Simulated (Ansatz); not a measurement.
Species: C₄H₄O, SMILES `C=C=CC=O` (C–C–C–O torsion 180°) (charge 0, multiplicity 1).

### Question
Give a relaxed geometry from B3LYP-D3(BJ)/def2-TZVP in Ansatz (a quantum-chemistry and plane-wave program).

### Answer
Several could match; the one computed here: the end point of this relaxation, one of several conformers (outside a Z-matrix the atoms follow the SMILES, hydrogens last).
Cartesian coordinates (Å) in one orientation:
```xyz
9

C      1.846    -0.195     0.126
C      0.634    -0.308    -0.318
C     -0.604    -0.386    -0.739
C     -1.638     0.536    -0.236
O     -2.792     0.506    -0.591
H      2.177    -0.743     1.000
H      2.568     0.443    -0.371
H     -0.912    -1.128    -1.468
H     -1.280     1.276     0.506
```
